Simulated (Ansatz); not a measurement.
`[OH][GeH2][NH][SiH](O)F` and `[OH][GeH2][NH][SiH](O)O` differ in one atom or group.

Ansatz, PBE0-D4/def2-TZVP geometries, multiplicity 1. Each molecule was computed in one conformer, which needn't be the lowest.

Scalar relativity is left out up to krypton.

```json
{"property": "LUMO energy (ωB97M-V/def2-TZVPP) / eV", "`[OH][GeH2][NH][SiH](O)F`": "1.64"}
{"property": "HOMO energy (ωB97M-V/def2-TZVPP) / eV", "`[OH][GeH2][NH][SiH](O)F`": "-10.38"}
{"property": "LUMO energy (PBE/def2-TZVPP) / eV", "`[OH][GeH2][NH][SiH](O)F`": "-0.88"}
{"property": "HOMO–LUMO gap (B3LYP/def2-TZVPP) / eV", "`[OH][GeH2][NH][SiH](O)F`": "7.47"}
{"property": "size of the dipole moment (ωB97M-V/def2-TZVPP) / D", "`[OH][GeH2][NH][SiH](O)F`": "4.05"}
{"property": "LUMO energy (B3LYP/def2-TZVPP) / eV", "`[OH][GeH2][NH][SiH](O)F`": "-0.32"}
```

Task: What does the change do to each property? (Estimate.)

Result: Ansatz gave: 
| property | `[OH][GeH2][NH][SiH](O)O` | shift |
| --- | --- | --- |
| LUMO energy (ωB97M-V/def2-TZVPP) / eV | 1.93 | 0.29 |
| HOMO energy (ωB97M-V/def2-TZVPP) / eV | -10.11 | 0.27 |
| LUMO energy (PBE/def2-TZVPP) / eV | -0.59 | 0.29 |
| HOMO–LUMO gap (B3LYP/def2-TZVPP) / eV | 7.51 | 0.04 |
| size of the dipole moment (ωB97M-V/def2-TZVPP) / D | 2.41 | -1.64 |
| LUMO energy (B3LYP/def2-TZVPP) / eV | -0.02 | 0.30 |

Dipoles are sizes alone; their direction can turn.

B3LYP here is the variant with VWN-RPA as its local correlation; programs differ in this.
